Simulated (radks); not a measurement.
Task: Neutral ytterbium, [Xe] 4f14 6s2. Calculated with a radial shooting solver on a logarithmic mesh with Libxc functionals: non-relativistic Kohn-Sham, PBE, spin-polarised, spherical densities, point nucleus. Every spin shell is full or empty, so the densities are truly spherical. Functionals are evaluated on that one density, not self-consistently. Rank these exchange functionals by their error against the exact value of the orbitals, and give that value: LDA, PBEsol, revPBE, RPBE, OPTX, AM05, SOGGA, B86b, TPSS, SCAN, Tao-Mo, TASK, MVS.

Result: Exact: -275.800 hartree. From best to worst, with 100 (|E| - |E exact|)/|E exact| (equal figures are ties): revPBE +0.02, RPBE +0.06, TPSS -0.13, MVS +0.25, B86b +0.29, SCAN +0.29, Tao-Mo -0.57, PBEsol -1.63, SOGGA -1.64, TASK -1.79, OPTX +2.00, AM05 -3.57, LDA -3.79.
